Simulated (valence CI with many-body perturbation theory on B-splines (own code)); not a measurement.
**Valence orbitals of Yb L**

Calculated by relativistic CI+MBPT: three valence electrons over a frozen Dirac-Fock core [Ar], radial functions for each j: 7 s, 7 p, 8 d, 6 f, 4 g, 1 h, with the one-electron correlation potential Σ1, the two-electron term Σ2, the three-electron term Σ3, Breit, model QED; selected CI, second order for the rest, scaled by the run's own slope (own B-spline code, finite nucleus).

No measured spectrum was set against this ion. As an estimate, large intervals hold to a few tenths of a per cent, small ones and those within an open d or f shell to about a per cent. Only levels of the ground parity were solved; by the run's estimate the other parity begins above the list, which can be wrong where configurations are misplaced.

These are the spectroscopic orbitals of the CI (the correlating ones are not listed), shaped by the core and the other valence electrons. h is the expectation value of the core's Dirac-Fock operator, without the valence repulsion; Σ1 is computed up to l = 3 at one energy for each symmetry, that of its lowest orbital but kept below the first core excitation, so for empty shells it is not the orbital's own correlation shift; Breit and QED include the response of the core.

| Orbital | h (hartree) | Σ1 (cm⁻¹) | Breit (cm⁻¹) | QED (cm⁻¹) | ⟨r⟩ (bohr) |
| --- | --- | --- | --- | --- | --- |
| 4s1/2 | -101.88 | -8368 | 13335 | 10228 | 0.3933 |
| 5s1/2 | -62.619 | -3218 | 6396 | 5013 | 0.6386 |
| 6s1/2 | -42.384 | -1618 | 3502 | 2800 | 0.9447 |
| 4p1/2 | -99.023 | -11256 | 21379 | 259 | 0.3865 |
| 5p1/2 | -61.201 | -4055 | 10466 | 139 | 0.6354 |
| 6p1/2 | -41.583 | -1993 | 5799 | 80.8 | 0.9452 |
| 4p3/2 | -95.36 | -10468 | 12635 | 1208 | 0.4026 |
| 5p3/2 | -59.416 | -3935 | 6235 | 608 | 0.6553 |
| 6p3/2 | -40.58 | -1964 | 3766 | 346 | 0.9691 |
| 3d3/2 | -170.18 | -22160 | 26355 | -1896 | 0.1767 |
| 4d3/2 | -91.381 | -11046 | 10071 | -552 | 0.3796 |
| 5d3/2 | -57.5 | -4219 | 4905 | -251 | 0.6394 |
| 3d5/2 | -167.94 | -20270 | 14001 | -621 | 0.1802 |
| 4d5/2 | -90.539 | -10483 | 5329 | -98.5 | 0.3839 |
| 5d5/2 | -57.079 | -3959 | 2563 | -27.9 | 0.6447 |
| 4f5/2 | -86.976 | -28525 | 1529 | -402 | 0.3403 |
| 5f5/2 | -55.435 | -10988 | 661 | -187 | 0.6066 |
| 4f7/2 | -86.667 | -22843 | -7.2 | -207 | 0.3423 |
| 5f7/2 | -55.27 | -8825 | 56.2 | -87.8 | 0.6090 |
| 5g7/2 | -54.317 |  | 141 | -57.3 | 0.5435 |
| 5g9/2 | -54.238 |  | -44.8 | -7.8 | 0.5448 |

Among the shells of the start configuration 3d3, Σ1 is largest in size for 3d3/2, where it is 0.059 % of h.

Lowest root of each symmetry, sizes in configuration state functions:

```json
{"J": "1/2", "Parity": "even", "Roots": "2", "Reference": "54", "Variational": "2147", "Second order": "220", "Change by selected CI (cm⁻¹)": "-6128", "Change by second order (cm⁻¹)": "0"}
{"J": "3/2", "Parity": "even", "Roots": "5", "Reference": "90", "Variational": "3919", "Second order": "2397", "Change by selected CI (cm⁻¹)": "-5986", "Change by second order (cm⁻¹)": "0"}
{"J": "5/2", "Parity": "even", "Roots": "5", "Reference": "102", "Variational": "4701", "Second order": "5107", "Change by selected CI (cm⁻¹)": "-4363", "Change by second order (cm⁻¹)": "0"}
{"J": "7/2", "Parity": "even", "Roots": "3", "Reference": "89", "Variational": "4527", "Second order": "506", "Change by selected CI (cm⁻¹)": "-5281", "Change by second order (cm⁻¹)": "0"}
{"J": "9/2", "Parity": "even", "Roots": "3", "Reference": "68", "Variational": "3827", "Second order": "451", "Change by selected CI (cm⁻¹)": "-5338", "Change by second order (cm⁻¹)": "0"}
{"J": "11/2", "Parity": "even", "Roots": "1", "Reference": "37", "Variational": "2573", "Second order": "579", "Change by selected CI (cm⁻¹)": "-5547", "Change by second order (cm⁻¹)": "-1"}
```
